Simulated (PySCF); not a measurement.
Vertical excitations of a molecule CH11NOSi3 from TDA-ωB97X/def2-SVPD (PySCF 2.14.0), as energy in eV (oscillator strength): 5.82 (0.004), 6.88 (0.035), 6.94 (0.007), 7.10 (0.023), 7.45 (0.014), 7.60 (0.127). Lowest triplet (TDA): 5.38 eV. The structure is a stationary point at PBE0-D3(BJ)/def2-SVP. Other conformers were not sampled.

Which structure fits?
(A) C[Si@](N)([SiH3])[SiH2]O
(B) CO[SiH2][SiH2]N[SiH3]
(C) C[SiH2][Si@@H](N)O[SiH3]
(D) O[SiH2]C[SiH2]N[SiH3]

B, CO[SiH2][SiH2]N[SiH3]
